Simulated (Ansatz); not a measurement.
Born–Oppenheimer molecular dynamics of CH$_{6}$BNO (10 atoms, charge 0, multiplicity 1). It starts from a relaxed structure.

These are results of RKS PBE0-D4/def2-SVP in Ansatz, not measurements.

```json
{"ensemble": "NVT, Langevin thermostat", "time step": "1 fs", "steps asked": "150", "set temperature": "500 K", "friction": "0.05 /fs", "temperature schedule": "37 steps to 500 K, then 113 steps to 10 K", "seed": "75364"}
```

First frame:

```xyz
10
Properties=species:S:1:pos:R:3
B 0.001 -0.087 0.064
C -0.073 -0.065 1.641
H -1.097 -0.066 2.043
H 0.457 -0.939 2.054
H 0.448 0.824 2.032
O 1.253 -0.041 -0.499
H 1.245 -0.060 -1.460
N -1.168 -0.154 -0.728
H -2.089 -0.188 -0.317
H -1.180 -0.176 -1.739
```

(1) How far do the bonds stretch over the last three quarters of this one trajectory? (Pairs bonded in most of those frames.)

Results:

(1) 
| bond | mean (Å) | spread (Å) | shortest | longest |
| --- | --- | --- | --- | --- |
| B1–C2 | 1.574 | 0.029 | 1.53 | 1.64 |
| B1–O6 | 1.366 | 0.019 | 1.33 | 1.41 |
| B1–N8 | 1.423 | 0.023 | 1.36 | 1.46 |
| C2–H3 | 1.104 | 0.030 | 1.02 | 1.21 |
| C2–H4 | 1.107 | 0.018 | 1.07 | 1.16 |
| C2–H5 | 1.104 | 0.019 | 1.06 | 1.14 |
| O6–H7 | 0.964 | 0.017 | 0.93 | 1.01 |
| N8–H9 | 1.018 | 0.042 | 0.92 | 1.12 |
| N8–H10 | 1.017 | 0.032 | 0.96 | 1.08 |

Mean temperature of the second half: 244 K. The schedule's set-point averaged 173 K over the second half and the system 244 K, so it lags behind the ramp. A run of 0.15 ps of so small a system gives no equilibrium averages.

Run time: 8.3 min on 1 thread of Intel(R) Xeon(R) Platinum 8259CL CPU @ 2.50GHz (Skylake/Cascade Lake), with other jobs on the host, peak memory 0.17 GiB.
